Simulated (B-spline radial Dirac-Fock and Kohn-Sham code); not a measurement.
Elastic and transport cross sections of copper for electrons

Calculated with a radial atomic solver, using relativistic (Dirac) partial waves in the static field of the Dirac-Fock atom with Furness-McCarthy exchange, without polarisation or absorption potentials. Below a few hundred eV the neglected polarisation potential matters, most of all at small angles. σ_tr1 and σ_tr2 weight the cross section with 1 − P₁ and 1 − P₂ of cos θ; "backward" is the share scattered beyond 90°.

| energy (eV) | σ (a₀²) | σ_tr1 (a₀²) | σ_tr2 (a₀²) | σ/σ_tr1 | backward (%) |
| --- | --- | --- | --- | --- | --- |
| 50 | 7.27 | 4.87 | 5.64 | 1.49 | 29 |
| 52.7 | 7.55 | 4.94 | 5.91 | 1.53 | 29 |
| 52.8 | 7.57 | 4.94 | 5.92 | 1.53 | 29 |
| 55.3 | ? | ? | ? | ? | ? |
| 60.8 | 8.31 | 5.16 | 6.53 | 1.61 | 29 |
| 76 | 9.35 | 5.53 | 7.13 | 1.69 | 30 |
| 79.3 | 9.52 | 5.60 | 7.18 | 1.70 | 30 |
| 100 | 10.3 | 5.89 | 7.11 | 1.74 | 31 |
| 105 | 10.4 | 5.93 | 7.03 | 1.75 | 31 |
| 113 | 10.5 | 5.98 | 6.85 | 1.75 | 31 |
| 115 | 10.5 | 5.99 | 6.80 | 1.76 | 31 |
| 158 | 10.6 | 5.85 | 5.57 | 1.80 | 30 |
| 200 | 10.1 | 5.43 | 4.50 | 1.87 | 28 |
| 209 | 10.0 | 5.32 | 4.31 | 1.88 | 28 |

Q: Fill in the row for 55.3 eV.

A: σ = 7.81 a₀², σ_tr1 = 5.01 a₀², σ_tr2 = 6.14 a₀², σ/σ_tr1 = 1.56, backward 29 %. The ratio σ/σ_tr1 is roughly the number of elastic collisions that randomise the direction.
